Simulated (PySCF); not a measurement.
SeF₃, SMILES F[Se+](F)F, charge +1. Atoms are numbered in the order given.

```xyz
4

Se     0.0000     0.0000     0.3698
F      1.2638     0.7296    -0.4657
F      0.0000    -1.4593    -0.4657
F     -1.2638     0.7296    -0.4657
```
Charge +1, spin multiplicity 1.

Geometry: r2SCAN-D4/def2-SVP. The spin state was assumed, not searched. The isomer is the one that the SMILES or the coordinates give; other isomers of the formula were not compared.

Level of theory: B3LYP/def2-TZVPD (PySCF).

Symmetry labels are those of the subgroup Cs that the program uses (full group C3v).

Computed valence orbital energies around the gap with their symmetry:
```csv
orbital,symmetry,energy (eV)
HOMO−7,A',-23.20
HOMO−6,A',-22.30
HOMO−5,A",-20.71
HOMO−4,A',-20.71
HOMO−3,A",-19.94
HOMO−2,A',-19.94
HOMO−1,A",-19.68
HOMO,A',-18.80
LUMO,A",-10.07
LUMO+1,A',-10.07
LUMO+2,A',-8.31
LUMO+3,A',-4.60
```
